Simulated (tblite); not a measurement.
A geometry optimisation, step by step.

Species: C₆H₁₁BO₃.
SMILES with atom numbers: `[CH3:1][O:2][C@@H:3]1[BH:4][O:5][CH2:6][C:7]12[CH2:8][O:9][CH2:10]2` (hydrogens: H11, H12, H13 on C1; H14 on C3; H15 on B4; H16, H17 on C6; H18, H19 on C8; H20, H21 on C10)

Computed with GFN2-xTB (tblite), gas phase: L-BFGS steps from a force-field or distance-geometry start until the largest atomic force falls under 0.01 eV/Å. 7 of its 143 geometries are shown.

Step 0: E = -866.6890 eV, largest atomic force 3.245 eV/Å
```
atom  x, y, z in Å  |  force x, y, z in eV/Å
C1      2.549    0.612   -0.603   -0.041   0.417  -0.201
O2      1.561   -0.400   -0.626    0.657   0.798   0.381
C3      0.717   -0.284    0.508   -0.789  -0.349   0.412
B4      0.524   -1.695    1.152   -2.016  -2.483  -0.547
O5     -0.889   -2.087    1.269    2.631   0.803  -0.730
C6     -1.512   -1.353    0.231   -0.324   0.443   0.535
C7     -0.741   -0.024    0.075   -0.242   0.115   0.354
C8     -1.399    1.187    0.726   -0.644   0.196   1.062
O9     -1.611    1.806   -0.520   -0.444   0.755  -0.011
C10    -1.010    0.739   -1.201    0.557  -0.023  -1.385
H11     2.068    1.622   -0.585    0.389  -0.529   0.128
H12     3.223    0.487    0.266   -0.254   0.138  -0.269
H13     3.141    0.541   -1.518   -0.107  -0.148   0.058
H14     1.066    0.419    1.296   -0.066   0.181  -0.871
H15     1.283   -2.532    0.823    0.125  -0.084   1.071
H16    -1.466   -1.936   -0.702    0.091   0.076   0.137
H17    -2.577   -1.190    0.485    0.359  -0.042  -0.037
H18    -2.375    0.961    1.224    0.667   0.304  -0.006
H19    -0.734    1.803    1.363   -0.422  -0.265  -0.012
H20    -1.728    0.243   -1.877    0.391   0.139  -0.052
H21    -0.100    1.096   -1.734   -0.518  -0.442  -0.016
```

Step 24: E = -867.9129 eV, largest atomic force 0.065 eV/Å
```
atom  x, y, z in Å  |  force x, y, z in eV/Å
C1      2.557    0.673   -0.625   -0.002   0.007  -0.008
O2      1.568   -0.324   -0.674    0.029  -0.007   0.058
C3      0.694   -0.367    0.455    0.025  -0.036   0.020
B4      0.521   -1.868    1.035    0.033   0.008   0.001
O5     -0.720   -2.288    0.852    0.003  -0.028   0.006
C6     -1.538   -1.347    0.182   -0.003  -0.025   0.012
C7     -0.768   -0.022    0.065    0.002  -0.011  -0.004
C8     -1.409    1.201    0.742    0.002   0.015  -0.019
O9     -1.613    1.841   -0.516   -0.024   0.023  -0.005
C10    -1.006    0.763   -1.231   -0.009   0.029  -0.004
H11     2.128    1.683   -0.583   -0.008  -0.030  -0.001
H12     3.223    0.536    0.238   -0.033  -0.005  -0.043
H13     3.134    0.562   -1.542    0.009   0.032   0.011
H14     1.051    0.343    1.212   -0.031   0.005  -0.028
H15     1.318   -2.544    1.548   -0.013  -0.015  -0.001
H16    -1.772   -1.752   -0.809    0.007  -0.021   0.004
H17    -2.471   -1.244    0.744   -0.003   0.022   0.029
H18    -2.352    1.019    1.269   -0.004  -0.003  -0.027
H19    -0.746    1.785    1.388    0.012  -0.004   0.000
H20    -1.700    0.293   -1.933   -0.025   0.035  -0.012
H21    -0.107    1.073   -1.766    0.033   0.010   0.012
```

Step 47: E = -867.9190 eV, largest atomic force 0.036 eV/Å
```
atom  x, y, z in Å  |  force x, y, z in eV/Å
C1      2.518    0.698   -0.637   -0.011   0.010   0.001
O2      1.589   -0.357   -0.654    0.025  -0.007   0.003
C3      0.701   -0.397    0.460    0.003   0.026  -0.010
B4      0.513   -1.895    1.042   -0.023   0.023  -0.004
O5     -0.736   -2.297    0.867    0.015   0.009  -0.015
C6     -1.546   -1.348    0.197    0.001  -0.002  -0.009
C7     -0.758   -0.033    0.061   -0.002  -0.003   0.002
C8     -1.391    1.200    0.730    0.008  -0.004   0.003
O9     -1.535    1.863   -0.523   -0.002  -0.017  -0.004
C10    -0.962    0.765   -1.236    0.008  -0.018   0.005
H11     2.031    1.679   -0.580   -0.005  -0.002   0.010
H12     3.212    0.597    0.208   -0.004   0.019  -0.028
H13     3.077    0.630   -1.570   -0.008  -0.018   0.028
H14     1.053    0.309    1.223   -0.002   0.012   0.022
H15     1.305   -2.573    1.557   -0.018  -0.031  -0.003
H16    -1.802   -1.762   -0.784    0.000   0.003  -0.005
H17    -2.467   -1.217    0.775    0.012  -0.015  -0.005
H18    -2.361    1.027    1.209    0.016   0.014   0.010
H19    -0.742    1.755    1.415    0.003   0.009  -0.004
H20    -1.665    0.326   -1.950   -0.009   0.017   0.018
H21    -0.045    1.048   -1.758   -0.005  -0.026  -0.016
```

Step 71: E = -867.9279 eV, largest atomic force 0.038 eV/Å
```
atom  x, y, z in Å  |  force x, y, z in eV/Å
C1      2.425    0.775   -0.632    0.003   0.003   0.001
O2      1.653   -0.401   -0.567   -0.015  -0.016  -0.026
C3      0.718   -0.452    0.500    0.010  -0.008   0.000
B4      0.487   -1.960    1.036    0.018  -0.019  -0.020
O5     -0.769   -2.327    0.846    0.000   0.024   0.013
C6     -1.552   -1.339    0.202   -0.017   0.001   0.014
C7     -0.725   -0.050    0.069    0.005  -0.021  -0.013
C8     -1.308    1.224    0.707    0.018  -0.032  -0.001
O9     -1.336    1.892   -0.552   -0.008   0.004   0.008
C10    -0.894    0.724   -1.248    0.002   0.007   0.007
H11     1.810    1.679   -0.584    0.006   0.029  -0.002
H12     3.163    0.805    0.178   -0.004   0.010   0.036
H13     2.946    0.742   -1.587    0.014   0.013   0.002
H14     1.052    0.212    1.309    0.010   0.035  -0.012
H15     1.258   -2.675    1.534   -0.015  -0.016   0.000
H16    -1.835   -1.733   -0.780   -0.020   0.016   0.013
H17    -2.458   -1.182    0.796   -0.029  -0.023   0.009
H18    -2.312    1.115    1.131    0.003   0.003  -0.022
H19    -0.669    1.738    1.432    0.012   0.002  -0.024
H20    -1.676    0.332   -1.908    0.010  -0.002   0.018
H21     0.012    0.898   -1.829   -0.004  -0.011   0.001
```

Step 95: E = -867.9541 eV, largest atomic force 0.129 eV/Å
```
atom  x, y, z in Å  |  force x, y, z in eV/Å
C1      2.329    0.947   -0.517   -0.024  -0.044   0.015
O2      1.707   -0.319   -0.535   -0.026  -0.090  -0.039
C3      0.727   -0.540    0.456   -0.048  -0.037  -0.019
B4      0.486   -2.086    0.862    0.105  -0.036  -0.017
O5     -0.805   -2.374    0.819   -0.007  -0.010  -0.034
C6     -1.611   -1.318    0.327    0.081   0.063   0.032
C7     -0.716   -0.097    0.053    0.029   0.014   0.013
C8     -1.149    1.268    0.606    0.024   0.066   0.028
O9     -1.103    1.858   -0.690   -0.007   0.027  -0.019
C10    -0.870    0.594   -1.311   -0.002  -0.066   0.008
H11     1.631    1.775   -0.672   -0.092  -0.019  -0.007
H12     2.855    1.107    0.428    0.062   0.011   0.089
H13     3.049    0.927   -1.332    0.046   0.035  -0.020
H14     1.011    0.007    1.373   -0.011   0.028  -0.044
H15     1.275   -2.871    1.210   -0.091   0.035  -0.017
H16    -2.103   -1.679   -0.580    0.008   0.021  -0.086
H17    -2.386   -1.095    1.064    0.002   0.003   0.124
H18    -2.152    1.311    1.036   -0.123  -0.035   0.001
H19    -0.445    1.741    1.292    0.049   0.082   0.087
H20    -1.748    0.277   -1.881   -0.032  -0.081  -0.036
H21     0.008    0.583   -1.954    0.058   0.032  -0.058
```

Step 118: E = -868.0059 eV, largest atomic force 0.051 eV/Å
```
atom  x, y, z in Å  |  force x, y, z in eV/Å
C1      2.244    1.063   -0.350    0.010  -0.005  -0.008
O2      1.773   -0.261   -0.466   -0.001  -0.003   0.016
C3      0.747   -0.608    0.432    0.013  -0.025   0.013
B4      0.470   -2.194    0.573    0.022   0.015  -0.002
O5     -0.837   -2.413    0.633   -0.033   0.035   0.016
C6     -1.603   -1.225    0.522   -0.046   0.002  -0.007
C7     -0.674   -0.095    0.061   -0.007  -0.001   0.001
C8     -1.061    1.338    0.456    0.013   0.001  -0.011
O9     -1.034    1.762   -0.906   -0.016  -0.011  -0.011
C10    -0.844    0.424   -1.375   -0.013  -0.015  -0.005
H11     1.523    1.797   -0.723    0.011  -0.004   0.014
H12     2.491    1.301    0.692    0.012   0.007   0.007
H13     3.151    1.109   -0.951    0.011   0.036  -0.033
H14     0.993   -0.200    1.433   -0.023  -0.024  -0.001
H15     1.229   -3.071    0.654   -0.012   0.018  -0.004
H16    -2.422   -1.409   -0.179    0.001  -0.001  -0.002
H17    -2.029   -0.996    1.507    0.023  -0.030  -0.011
H18    -2.067    1.434    0.880    0.022  -0.003   0.024
H19    -0.347    1.885    1.077   -0.004   0.014   0.002
H20    -1.735    0.052   -1.890   -0.016  -0.013  -0.010
H21     0.024    0.324   -2.029    0.033   0.008   0.013
```

Step 142: E = -868.0109 eV, largest atomic force 0.009 eV/Å
```
atom  x, y, z in Å  |  force x, y, z in eV/Å
C1      2.259    1.061   -0.336   -0.002  -0.002   0.001
O2      1.777   -0.259   -0.458    0.001   0.003  -0.002
C3      0.745   -0.608    0.434    0.004  -0.002   0.003
B4      0.461   -2.194    0.563    0.000   0.007  -0.006
O5     -0.847   -2.406    0.624    0.004  -0.001   0.005
C6     -1.607   -1.214    0.524   -0.003  -0.001  -0.001
C7     -0.672   -0.090    0.060    0.001   0.001  -0.002
C8     -1.071    1.341    0.447    0.001   0.004  -0.003
O9     -1.127    1.739   -0.922    0.000  -0.001  -0.004
C10    -0.849    0.413   -1.381   -0.002   0.002  -0.002
H11     1.521    1.805   -0.652   -0.001   0.000   0.003
H12     2.563    1.275    0.696    0.001  -0.005   0.002
H13     3.130    1.125   -0.987   -0.004  -0.001  -0.001
H14     0.985   -0.211    1.440   -0.002  -0.001   0.001
H15     1.216   -3.075    0.636   -0.001   0.002   0.000
H16    -2.433   -1.391   -0.171    0.000   0.001   0.000
H17    -2.022   -0.990    1.514    0.002  -0.005   0.000
H18    -2.049    1.429    0.932   -0.002   0.001  -0.002
H19    -0.333    1.915    1.016    0.004  -0.001   0.003
H20    -1.700   -0.014   -1.920    0.003   0.002   0.001
H21     0.044    0.366   -2.008   -0.004  -0.005   0.003
```

Q: Summarise the path.

A: The energy falls by 127.54 kJ/mol from step 0 to step 142; nine tenths of that is first reached at step 14. It rises by more than 0.2 meV at step 104. The largest force goes from 3.245 to 0.009 eV/Å. Among the bonds B4–O5 changes most, from 1.471 to 1.326 Å; the atoms move by 0.684 Å rms after alignment.

Q: Follow the three bonds and two angles with the largest change from start to end.

A: 
| step | E above end (kJ/mol) | largest force (eV/Å) | B4–O5 (Å) | C3–B4 (Å) | O9–C10 (Å) | C3–B4–H15 (°) | B4–O5–C6 (°) |
| --- | --- | --- | --- | --- | --- | --- | --- |
| 0 | 127.54 | 3.245 | 1.471 | 1.563 | 1.402 | 116.6 | 103.1 |
| 6 | 44.91 | 0.788 | 1.344 | 1.619 | 1.431 | 125.2 | 108.0 |
| 12 | 15.97 | 0.358 | 1.327 | 1.617 | 1.426 | 131.3 | 113.5 |
| 19 | 10.30 | 0.122 | 1.322 | 1.618 | 1.429 | 129.4 | 113.4 |
| 25 | 9.41 | 0.061 | 1.323 | 1.619 | 1.429 | 128.5 | 113.4 |
| 31 | 9.22 | 0.029 | 1.323 | 1.618 | 1.429 | 128.8 | 113.5 |
| 37 | 9.15 | 0.025 | 1.323 | 1.618 | 1.429 | 129.0 | 113.5 |
| 43 | 9.02 | 0.051 | 1.322 | 1.617 | 1.429 | 128.4 | 113.5 |
| 49 | 8.81 | 0.046 | 1.323 | 1.618 | 1.429 | 128.6 | 113.5 |
| 56 | 8.49 | 0.050 | 1.323 | 1.619 | 1.429 | 129.3 | 113.7 |
| 62 | 8.26 | 0.039 | 1.323 | 1.619 | 1.429 | 129.0 | 113.6 |
| 68 | 8.11 | 0.039 | 1.322 | 1.618 | 1.429 | 128.5 | 113.5 |
| 74 | 7.84 | 0.055 | 1.323 | 1.617 | 1.429 | 128.3 | 113.5 |
| 80 | 7.32 | 0.047 | 1.323 | 1.617 | 1.430 | 128.6 | 113.5 |
| 86 | 6.96 | 0.061 | 1.322 | 1.617 | 1.429 | 129.1 | 113.6 |
| 93 | 5.86 | 0.109 | 1.325 | 1.620 | 1.429 | 129.0 | 114.0 |
| 99 | 4.47 | 0.182 | 1.324 | 1.613 | 1.431 | 129.0 | 113.8 |
| 105 | 2.26 | 0.119 | 1.325 | 1.612 | 1.431 | 127.9 | 113.4 |
| 111 | 1.04 | 0.063 | 1.326 | 1.614 | 1.431 | 128.7 | 113.3 |
| 117 | 0.52 | 0.058 | 1.325 | 1.616 | 1.431 | 129.3 | 113.1 |
| 123 | 0.33 | 0.038 | 1.326 | 1.615 | 1.431 | 129.4 | 112.9 |
| 130 | 0.15 | 0.059 | 1.327 | 1.614 | 1.431 | 129.3 | 112.9 |
| 136 | 0.03 | 0.024 | 1.326 | 1.616 | 1.431 | 129.3 | 112.9 |
| 142 | 0.00 | 0.009 | 1.326 | 1.616 | 1.431 | 129.3 | 113.0 |

The cost below is that of the whole relaxation. Hardware: Arm Neoverse V1, one thread, shared host with 32 logical CPUs at a one-minute load of 32. Cost: 1.1 s.
